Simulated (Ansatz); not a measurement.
`C[Si]S` + CH₃OH → `CO[Si]C` + H₂S at 700 K and 1 bar (ligand exchange at the Si–S bond).

Calculated with Ansatz (gas phase, PBE0-D4/def2-TZVP geometries, no zero-point term in ΔE). CBS: MP2 limit from def2 TZ/QZ plus the TZ coupled-cluster correction, frozen cores. This one scheme is used for every species. One conformer a species, not always the lowest.

```json
{"species": "`C[Si]S`", "CCSD(T)/CBS energy (Eh)": "-727.30578", "H − E (kJ/mol)": "174.5", "S (J/(mol·K))": "383.2"}
{"species": "CH₃OH", "CCSD(T)/CBS energy (Eh)": "-115.61712", "H − E (kJ/mol)": "170.8", "S (J/(mol·K))": "288.5"}
{"species": "`CO[Si]C`", "CCSD(T)/CBS energy (Eh)": "-443.95718", "H − E (kJ/mol)": "273.0", "S (J/(mol·K))": "430.1"}
{"species": "H₂S", "CCSD(T)/CBS energy (Eh)": "-398.97279", "H − E (kJ/mol)": "64.8", "S (J/(mol·K))": "236.9"}
```

H − E and S are ideal-gas, rigid-rotor, harmonic terms from PBE0-D4/def2-TZVP, for one conformer and one mirror image of each species. 1 Eh = 2625.50 kJ/mol, R = 8.31446 J/(mol·K).

**Question.** By hand: ΔE, ΔH, ΔS and ΔG.

**Answer.** ΔE = (-443.95718) + (-398.97279) − (-727.30578) − (-115.61712) = -0.00707 Eh = -18.6 kJ/mol. Δ(H − E) = 273.0 + 64.8 − 174.5 − 170.8 = -7.5, so ΔH = -26.1 kJ/mol. ΔS = 430.1 + 236.9 − 383.2 − 288.5 = -4.7 J/(mol·K). ΔG = -26.1 − 700 × (-4.7)/1000 = -22.8 kJ/mol.

**Question.** By hand: the equilibrium constant, and the temperature at which ΔG would vanish if ΔH and ΔS stayed fixed.

**Answer.** log₁₀ K = −ΔG/(RT ln 10) = 1.7. ΔG = 0 at ΔH/ΔS = 5553 K, far beyond where these terms or the molecules hold.

The number of gas molecules stays the same, so ΔS is small and ΔH decides. A doubt of 5 kJ/mol in ΔE shifts log₁₀ K by 0.4 here. Other conformers and mirror images would add mixing entropy, several J/(mol·K) or more a flexible species. Modes under 60 cm⁻¹, often nearly free rotors, make the harmonic entropy too high. These are equilibria of isolated gas molecules and say nothing of rates. Largest T1 diagnostic: 0.014 (customary marks: 0.02 for closed shells, 0.045 for open ones).
